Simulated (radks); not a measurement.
Values are calculated unless marked as measured or tabulated.
Q: Excited configurations of the xenon ion Xe+: one electron is placed in a higher orbital outside [Kr] 4d10 5s2 5p4. The ground configuration is [Kr] 4d10 5s2 5p5. Code: a radial shooting solver on a logarithmic mesh with Libxc functionals. Model: scalar-relativistic Kohn-Sham, SCAN, spin-polarised, spherical densities, finite nucleus; open shells are filled with parallel spins first (spin-orbit coupling, left out, can overturn this in heavy ions); meta-GGA in the generalised Kohn-Sham scheme; Fermi nuclear charge, rms radius 4.7859 fm. Excitation = E - E(ground); binding = E(ion) - E, where the ion is the core of charge +2; n* = 2/sqrt(2 binding) in atomic units, and the quantum defect is n - n*.

| outer orbital | excitation (eV) | binding (eV) | n* | quantum defect | eigenvalue (eV) | <r> (bohr) |
|---|---|---|---|---|---|---|
| 4f | 17.523 | 3.722 | 3.824 | 0.176 | -2.440 | 7.322 |
| 5d | 12.661 | 8.583 | 2.518 | 2.482 | -5.744 | 3.518 |
| 6p | 14.359 | 6.885 | 2.811 | 3.189 | -5.459 | 5.734 |
| 6d | 16.983 | 4.262 | 3.574 | 2.426 | -3.243 | 8.465 |
| 6f | 19.270 | 1.975 | 5.250 | 0.750 | -1.478 | 18.03 |
| 7p | 17.473 | 3.772 | 3.799 | 3.201 | -3.026 | 10.76 |
| 7d | 18.604 | 2.640 | 4.540 | 2.460 | -2.078 | 14.62 |
| 7f | 19.783 | 1.462 | 6.101 | 0.899 | -1.142 | 26.15 |

Estimate the row for 5f.

A: excitation (eV) 18.524; binding (eV) 2.721; n* 4.472; quantum defect 0.528; eigenvalue (eV) -1.859; <r> (bohr) 11.80. The Delta-SCF ionisation energy is 21.245 eV (NIST Atomic Spectra Database: 20.975 eV, semi-empirical). Self-interaction in the functional shifts the binding energies and quantum defects, so they are the method's values and not measured ones. Open shells are spherical and high-spin; term and fine-structure splittings are not resolved. Spin-orbit splitting is averaged out at the scalar-relativistic level.
